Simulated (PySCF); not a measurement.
Isomers of C6H13BNP, from PBE0-D3(BJ)/def2-SVP geometry optimisation, gas phase in PySCF 2.14.0. One conformer each, no zero-point energy, no frequencies.

**Question.** Which isomer lies lowest at this level?
A. `[CH3:1][CH2:2][P@H+:3]([BH2-:4][C:5]#[N:6])[CH:7]1[CH2:8][CH2:9]1` with C1–C2–P3–B4 -179°, C2–P3–B4–C5 177°, C2–P3–C7–C8 -88°: A = 1822, B = 1002, C = 689.1 MHz, dipole 8.03 D
B. `[CH3:1][P+:2]([CH3:3])([BH2-:4][C:5]#[N:6])[CH:7]1[CH2:8][CH2:9]1` with C1–P2–B4–C5 56°, C1–P2–C7–C8 -45°: A = 1584, B = 1236, C = 889.2 MHz, dipole 7.59 D
C. `[CH3:1][C@@H:2]1[CH2:3][CH2:4][P@+:5]1([CH3:6])[BH2-:7][C:8]#[N:9]` with C4–P5–B7–C8 -38°, C1–C2–C3–C4 -101°, C2–C3–C4–P5 -16°, C3–C4–P5–C6 -91°, C1–C2–P5–C4 104°: A = 1725, B = 1192, C = 944.3 MHz, dipole 7.61 D

**Answer.** C. That is `C[C@@H]1CC[P@+]1(C)[BH2-]C#N`, 4.6 kcal/mol below the next.

```csv
SMILES,mapped SMILES,E (Eh),relative (kcal/mol),relative (kJ/mol),dipole (D)
C[C@@H]1CC[P@+]1(C)[BH2-]C#N,[CH3:1][C@@H:2]1[CH2:3][CH2:4][P@+:5]1([CH3:6])[BH2-:7][C:8]#[N:9],-656.59181,0.0,0.0,7.61
C[P+](C)([BH2-]C#N)C1CC1,[CH3:1][P+:2]([CH3:3])([BH2-:4][C:5]#[N:6])[CH:7]1[CH2:8][CH2:9]1,-656.58443,4.6,19.4,7.59
CC[P@H+]([BH2-]C#N)C1CC1,[CH3:1][CH2:2][P@H+:3]([BH2-:4][C:5]#[N:6])[CH:7]1[CH2:8][CH2:9]1,-656.56860,14.6,60.9,8.03
```

As drawn, the lowest has a four-membered ring, which the highest lacks; the highest has a three-membered ring, which the lowest lacks.
